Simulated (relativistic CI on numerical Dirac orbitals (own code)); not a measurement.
## Radial parameters of Au⁷³⁺

Method of calculation: Dirac-Coulomb-Breit CI, orbitals from a KLI potential per configuration, model QED, unscaled Slater integrals (own radial code, finite nucleus).

Slater integrals F^k, G^k are unscaled and averaged over j, outside the closed core 1s2; ζ comes from projecting the Hamiltonian with its Breit term on Σ l·s of the shell.

- 2s²2p²: F^2(2p,2p) = 1.5311e+06, ζ(2p) = 1.0526e+07 cm⁻¹; <r>(2p) = 0.06099, <r^2>(2p) = 0.00455 (bohr units).
- 2s2p³: F^2(2p,2p) = 1.5301e+06, G^1(2s,2p) = 1.6591e+06, ζ(2p) = 1.0506e+07 cm⁻¹; <r>(2s) = 0.06818, <r^2>(2s) = 0.005543, <r>(2p) = 0.06103, <r^2>(2p) = 0.004556 (bohr units).
- 2p⁴: F^2(2p,2p) = 1.5284e+06, ζ(2p) = 1.0486e+07 cm⁻¹; <r>(2p) = 0.0611, <r^2>(2p) = 0.004566 (bohr units).

Averages of the first 10 configurations, taken without configuration mixing, which lowers the lowest level and can move excited configurations by several eV; other configurations of the list can lie among them:

| Configuration | Parity | States | Average energy above the lowest level (eV) |
| --- | --- | --- | --- |
| 2s²2p² | even | 15 | 2590.3 |
| 2s2p³ | odd | 40 | 4238.3 |
| 2p⁴ | even | 15 | 5954.7 |
| 2p³3s | odd | 40 | 16771.8 |
| 2s²2p3s | odd | 12 | 13484.6 |
| 2p³3p | even | 120 | 17252.2 |
| 2p³3d | odd | 200 | 17617.5 |
| 2s²2p3p | even | 36 | 13978.6 |
| 2s²2p3d | odd | 60 | 14343.6 |
| 2s2p²3s | even | 60 | 15093.8 |
